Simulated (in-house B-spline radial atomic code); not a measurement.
Binding energies in Nb7+

NIST's tabulated ground configuration is [Ar] 3d10 4s2 4p4; each binding energy is the energy of the ion with one electron taken from that subshell, relaxed, less that of the parent. Method: Dirac-Hartree-Fock, average of configuration, Fermi nucleus of rms radius 4.324 fm. Calculated with an all-electron radial atomic-structure program (B-spline basis). Energies include first-order Breit, QED and recoil terms.

```tsv
subshell	X-ray name	binding energy (eV)	-ε (eV)	relaxation (eV)
1s	K	19109.7	19211.6	51.6
2s	L1	2827.1	2855.6	23.8
3s	M1	591.6	598.2	5.9
3d3/2	M4	327	333.8	6.7
3d5/2	M5	324.2	330.8	6.6
4s	N1	167.5	168.2	0.6
4p	N2,3	138.2	138.8	0.5
```

Relaxation = -ε minus the binding energy without Breit, QED and recoil terms.

Task: What does it cost to remove both a 3s and a 3d5/2 electron?

Result: 957.93 eV, which is 42.15 eV more than the two single binding energies together.

Task: What does it cost to remove both a 3d5/2 and a 3d3/2 electron?

Result: 695.55 eV, which is 44.4 eV more than the two single binding energies together.

Task: What does it cost to remove both a 4s and a 4p electron?

Result: 324 eV, which is 18.27 eV more than the two single binding energies together.
